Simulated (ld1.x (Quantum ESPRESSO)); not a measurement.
Before and after: TM potential for Bi

bismuth, norm-conserving Troullier–Martins (Kleinman–Bylander form), made with ld1.x (Quantum ESPRESSO) 7.5 (LDA (PZ), fully relativistic). Core [Xe] 4f14, reference 5d10 6s1.75 6p3.25. Waves: 6p (bound): rc 2.70 bohr; 5d (bound): rc 1.90 bohr; 5f channel at 0.15 Ry: rc 2.00 bohr; 6s (bound): rc 1.60 bohr. Local part: the s channel. Core correction: none.

Open shells are filled in proportion to 2j + 1 (rel_dist='average').

Change: wave 6s (bound): rc 1.60 bohr becomes 6s (bound): rc 2.12 bohr.

Cutoffs: the cutoffs (Ry, on a coarse ladder) from which the occupation-weighted sum of valence levels, in a spherical-Bessel basis at the reference potential, stays within 10 and 1 mRy of its value at 400 Ry; they do not see the model core or the augmentation charge, which bear on the density cutoff. Errors are all-electron minus pseudo energies relative to the spin-unpolarised reference configuration.

What does the change do?

The potential gets neither clearly harder nor softer (55 Ry and 100 Ry → 55 Ry and 90 Ry); the d channel sets the loose cutoff, while the largest relative change is in s, which becomes softer; of the 7 tests that both files solve, the error grows in 3 and shrinks in 0 by more than 15 % and 0.3 meV (median size 0.3 → 0.5 meV); neither file shows a bound ghost. More of the atom is replaced by a form fitted at one configuration, so other configurations suffer.

| quantity | base | changed |
| --- | --- | --- |
| cutoff, loose | 55 Ry | 55 Ry |
| cutoff, tight | 100 Ry | 90 Ry |
| loose cutoff by channel (10 mRy a level) | p 10 Ry, d 50 Ry, s 30 Ry | p 10 Ry, d 50 Ry, s 18 Ry |
| bound ghosts | none | none |
| error for 5d10 6s2 6p3, meV [ΔE -2.45 eV] | 0.0 | 0.0 |
| error for 5d10 6s2 6p2, meV [ΔE 5.85 eV] | +0.1 | +0.5 |
| error for 5d10 6s2 6p1, meV [ΔE 21.60 eV] | +2.1 | +3.1 |
| error for 5d10 6s2 6p0, meV [ΔE 45.53 eV] | +1.9 | +2.5 |
| error for 5d10 6s1 6p3, meV [ΔE 16.51 eV] | +6.6 | +6.1 |
| error for 5d10 6s1 6p4, meV [ΔE 7.49 eV] | +0.3 | +0.1 |
| error for 5d10 6s2 6p2.5, meV [ΔE 0.83 eV] | -0.3 | -0.2 |
| s: phases at 2.97 bohr within 0.05 rad from the reference energy up to (Ry; the scan ends near 5) | 1.1 | 1.4 |
| p1/2: phases at 2.97 bohr within 0.05 rad from the reference energy up to (Ry; the scan ends near 5) | 2.4 | 2.3 |
| p3/2: phases at 2.97 bohr within 0.05 rad from the reference energy up to (Ry; the scan ends near 5) | 2.5 | 2.4 |
| d3/2: phases at 2.97 bohr within 0.05 rad from the reference energy up to (Ry; the scan ends near 5) | 0.3 | 0.3 |
| d5/2: phases at 2.97 bohr within 0.05 rad from the reference energy up to (Ry; the scan ends near 5) | 0.4 | 0.4 |
| f5/2: phases at 2.97 bohr within 0.05 rad from the reference energy up to (Ry; the scan ends near 5) | 3.3 | 3.3 |
| f7/2: phases at 2.97 bohr within 0.05 rad from the reference energy up to (Ry; the scan ends near 5) | 3.4 | 3.3 |
